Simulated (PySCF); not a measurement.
silylphosphine (H5PSi), SMILES P[SiH3]. Geometry: B3LYP-D3(BJ)/def2-TZVP.

PySCF with TDA-PBE0/def2-SVPD puts the lowest singlet excitations at 6.59, 6.70, 6.86, 7.37, 7.42, 8.11 eV.

Question: What are the lowest excitation roots from ADC(2)/aug-cc-pVDZ (PySCF)? (An estimate is asked for; the answer gives what the named calculation found.)

Answer: 6.40, 6.88, 6.97, 7.58, 7.75, 7.88 eV. S1 differs by -0.19 eV (second minus first; roots are paired by order, and the bases may differ).
